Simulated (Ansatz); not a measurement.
Geometry optimisation, RKS CAM-B3LYP/def2-SVP in Ansatz 0.2.0.

input.yaml

```yaml
crystal:
  periodic: [false, false, false]
  atoms:
    - { symbol: B, position_ang: [0.117339, -0.000891, 0.191054] }
    - { symbol: O, position_ang: [-0.501831, -0.913009, 1.014144] }
    - { symbol: H, position_ang: [-1.377734, -1.170754, 0.67669] }
    - { symbol: F, position_ang: [1.334349, 0.461838, 0.527751] }
    - { symbol: F, position_ang: [-0.418466, 0.388255, -0.951709] }
    - { symbol: O, position_ang: [-0.606912, 1.700327, 2.024562] }
    - { symbol: Al, position_ang: [0.956775, 2.441053, 2.135428] }
    - { symbol: H, position_ang: [2.061639, 1.869964, 3.117656] }
    - { symbol: H, position_ang: [1.13959, 3.707828, 1.211095] }
    - { symbol: H, position_ang: [-0.80285, 0.80959, 2.388128] }
basis:
  gaussian: { orbitals: def2-SVP }
hamiltonian:
  xc: cam_b3lyp
relax:
  f_tol: 0.03
  max_steps: 50
output:
  orbitals: {}
```

Command:

```bash
$ ansatz run input.yaml --threads 4 --pin off --max-ram 5120MiB --backend cpu --events-out ev --progress --plain --runs-dir out
```

**Question.** Where does it end, and by what steps?

**Answer.** It converged. After 17 steps the energy has fallen by 1.103 eV; H3 moved furthest, 0.86 Å. Joined: B1–O6 (2.60 → 1.50 Å), F4–Al7 (2.58 → 1.82 Å).

| step | energy less start (eV) | largest force component (eV/Å) | accepted |
| --- | --- | --- | --- |
| 0 | 0.0000 | 0.978 | yes |
| 1 | -0.0202 | 1.638 | yes |
| 2 | -0.1352 | 0.890 | yes |
| 3 | -0.2400 | 1.512 | yes |
| 4 | -0.3310 | 1.368 | yes |
| 5 | -0.6013 | 2.013 | yes |
| 6 | -0.6223 | 4.697 | yes |
| 7 | -0.9163 | 0.715 | yes |
| 8 | -0.9813 | 0.454 | yes |
| 9 | -1.0279 | 0.694 | yes |
| 10 | -0.9993 | 1.079 | no |
| 11 | -1.0716 | 0.251 | yes |
| 12 | -1.0883 | 0.355 | yes |
| 13 | -1.0711 | 0.792 | no |
| 14 | -1.0993 | 0.141 | yes |
| 15 | -1.1005 | 0.186 | yes |
| 16 | -1.1031 | 0.044 | yes |
| 17 | -1.1035 | 0.021 | yes |

```xyz
10
Properties=species:S:1:pos:R:3
B -0.308 0.396 0.635
O -0.502 -0.855 1.155
H -0.627 -1.528 0.478
F 1.278 0.751 0.552
F -0.770 0.702 -0.588
O -0.559 1.455 1.665
Al 1.222 2.096 1.782
H 1.835 1.676 3.171
H 1.411 3.487 1.079
H -1.078 1.113 2.405
```

Whether the end is a true minimum wasn't checked by a vibrational analysis.

Run time: 33 s on 4 threads of Arm Neoverse V2, with other jobs on the host, peak memory 0.28 GiB.
